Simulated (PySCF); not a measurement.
Bonding in `C=N[Si@H](CNC)N(C)C`

Compound: C5H15N3Si.
SMILES with atom numbers: `[CH2:1]=[N:2][Si@H:3]([CH2:4][NH:5][CH3:6])[N:7]([CH3:8])[CH3:9]` (hydrogens: H10, H11 on C1; H12 on Si3; H13, H14 on C4; H15 on N5; H16, H17, H18 on C6; H19, H20, H21 on C8; H22, H23, H24 on C9)

Cartesian coordinates in Å at the GFN2-xTB level; atoms count from 1:
```
atom  x, y, z in Å
C1     0.0559    2.8315    0.8019
N2     0.3815    1.6283    0.8196
Si3    0.3947    0.3986   -0.3972
C4    -1.1977   -0.6039   -0.1169
N5    -2.3492    0.2803   -0.1228
C6    -3.5972   -0.4171    0.1117
N7     1.7556   -0.5462    0.0621
C8     1.8908   -1.9209   -0.3466
C9     3.0326    0.0902    0.2667
H10    0.0507    3.3949    1.7335
H11   -0.2283    3.3921   -0.0933
H12    0.3955    0.9013   -1.7869
H13   -1.3379   -1.3143   -0.9350
H14   -1.1344   -1.1954    0.8111
H15   -2.2199    0.9895    0.5923
H16   -4.4128    0.3045    0.1301
H17   -3.6105   -0.9909    1.0520
H18   -3.7653   -1.1124   -0.7120
H19    2.4180   -2.0148   -1.3044
H20    0.9082   -2.3720   -0.4462
H21    2.4581   -2.4742    0.4072
H22    2.8710    1.0947    0.6465
H23    3.6131    0.1526   -0.6621
H24    3.6157   -0.4767    0.9967
```

Bond orders from the PBE0/pcSseg-1 density (PySCF). Geometry: GFN2-xTB, one conformer, isolated molecule.

Where do the orders between heavy atoms depart from those drawn in the SMILES?

The largest departure is 0.128, at Si3–C4 (drawn single, 0.872). Drawn single, order below 0.88: Si3–C4 (0.872).

Set the Mayer orders of the bonds between heavy atoms beside their lengths.

| bond | drawn as | length (Å) | Mayer order |
| --- | --- | --- | --- |
| C1–N2 | double | 1.247 | 1.961 |
| N2–Si3 | single | 1.730 | 0.923 |
| Si3–C4 | single | 1.902 | 0.872 |
| C4–N5 | single | 1.452 | 0.974 |
| N5–C6 | single | 1.449 | 1.000 |
| Si3–N7 | single | 1.719 | 0.957 |
| N7–C8 | single | 1.441 | 0.975 |
| N7–C9 | single | 1.441 | 0.968 |

Bonds between the same two heavy elements. C–N: lowest N7–C9 (0.968, 1.441 Å), highest C1–N2 (1.961, 1.247 Å); in 2 of the 10 pairs the longer bond (by over 0.003 Å) has the higher order (by 0.02 or more). N–Si: lowest N2–Si3 (0.923, 1.730 Å), highest Si3–N7 (0.957, 1.719 Å).

And the bonds to hydrogen?

C–H: 0.93 to 0.97 (13 bonds); H–Si: 0.88 (1 bond); H–N: 0.93 (1 bond).

Sum the orders of all bonds at each heavy atom with more than one neighbour and set the sums beside the valence in the SMILES.

C1 3.824 (drawn 4), N2 2.884 (drawn 3), Si3 3.631 (drawn 4), C4 3.719 (drawn 4), N5 2.900 (drawn 3), C6 3.897 (drawn 4), N7 2.900 (drawn 3), C8 3.859 (drawn 4), C9 3.850 (drawn 4). Orders between atoms that aren't bonded are not in these sums.

Mayer orders depend on the basis set.

The run behind these numbers computed NMR shieldings as well. Time: 1.7 min; peak memory 1.1 GiB. Hardware: one thread, Arm Neoverse N1 (aarch64), shared host with 64 logical CPUs at a one-minute load of 62.
